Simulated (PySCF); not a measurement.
Question: Give a PBE0-D3(BJ)/def2-SVP geometry of 4'-ethylacetophenone (`CCc1ccc(C(C)=O)cc1`).

Answer: 
```xyz
23
C10H12O angstrom
C     -3.5875    0.3601    0.3478
C     -2.7809   -0.1164   -0.8585
C     -1.3152   -0.2539   -0.5503
C     -0.4303    0.8077   -0.7705
C      0.9175    0.6986   -0.4414
C      1.4167   -0.4828    0.1193
C      2.8533   -0.6686    0.4904
C      3.8093    0.4786    0.2696
O      3.2388   -1.7185    0.9576
C      0.5351   -1.5488    0.3411
C     -0.8081   -1.4338    0.0127
H     -3.2310    1.3406    0.6988
H     -4.6554    0.4548    0.0988
H     -3.4953   -0.3440    1.1888
H     -3.1729   -1.0868   -1.2037
H     -2.9143    0.5892   -1.6940
H     -0.8053    1.7349   -1.2125
H      1.5811    1.5448   -0.6305
H      4.8047    0.1801    0.6190
H      3.8610    0.7433   -0.7980
H      3.4812    1.3772    0.8139
H      0.9418   -2.4652    0.7741
H     -1.4834   -2.2761    0.1887
```

Any rigid rotation of these coordinates is as good. Atoms count from 1 in this order. The 6-membered ring C3–C4–C5–C6–C10–C11 has internal angles of 118.2° to 121.0°; it is planar, 0.00 Å rms from its mean plane, widest ring torsion 0°. Of the pairs four or more bonds apart, O9···H22 is among the closest relative to their van der Waals radii: 2.42 Å, 89 % of the sum of Bondi's values. The 10 C–C bonds span 1.388 Å (C10–C11, aromatic) to 1.527 Å (C1–C2, drawn single), a spread of 0.139 Å.

Bonds between heavy atoms (Å): C1–C2 1.527, C2–C3 1.504, C3–C4 1.399, C4–C5 1.392, C5–C6 1.400, C6–C7 1.495, C7–C8 1.509, C7=O9 1.212, C6–C10 1.401, C10–C11 1.388, C3–C11 1.402.

Method: PBE0-D3(BJ)/def2-SVP geometry optimisation, gas phase (PySCF 2.14.0).

Point group: C1 (no symmetry element, even within 0.4 Å). Whether it is a minimum is left open (no frequencies). The numbers are those of one conformer (C1–C2–C3–C4 -92°, C5–C6–C7–C8 1°).
